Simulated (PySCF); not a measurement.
C3H6OSi, SMILES C#C[Si@H](O)C. Atoms are numbered in the order given.

```xyz
11

C      2.4136     0.8291     0.5114
C      1.2763     0.3931     0.4126
Si    -0.4355    -0.2718     0.2544
C     -1.5909     1.0482    -0.3557
O     -0.4691    -1.5020    -0.8719
H      3.4139     1.2158     0.5985
H     -0.8301    -0.7698     1.6074
H     -1.2588     1.4234    -1.3362
H     -2.6112     0.6481    -0.4663
H     -1.6255     1.8965     0.3457
H      0.1667    -2.2159    -0.7455
```

Geometry: r2SCAN-D4/def2-SVP. The structure was generated by enumeration; whether it is a known compound was not checked. The values are those of a single conformer.

Two levels are set side by side: PBE/pcSseg-1 (PySCF) and KT2/pcSseg-1 (PySCF). GIAO shifts against H2O (¹⁷O), TMS (²⁹Si), TMS (¹H), TMS (¹³C) at the same level; non-relativistic, no solvent, atoms listed together averaged. Differences are taken from unrounded values.

```csv
quantity,KT2,PBE,PBE minus KT2
δ(¹³C) of C1 (ppm),94.1,100.6,6.5
δ(¹³C) of C2 (ppm),83.7,91.4,7.7
δ(²⁹Si) of Si3 (ppm),-25.4,-26.4,-1.0
δ(¹³C) of C4 (ppm),1.5,1.3,-0.2
δ(¹⁷O) of O5 (ppm),41.8,44.1,2.3
δ(¹H) of H6 (ppm),2.86,2.56,-0.30
δ(¹H) of H7 (ppm),5.51,5.54,0.03
δ(¹H) of H11 (ppm),1.18,1.15,-0.03
```

Rough cost on one machine, each run with all the roots and properties that it gave: KT2 against PBE within a factor of 2.
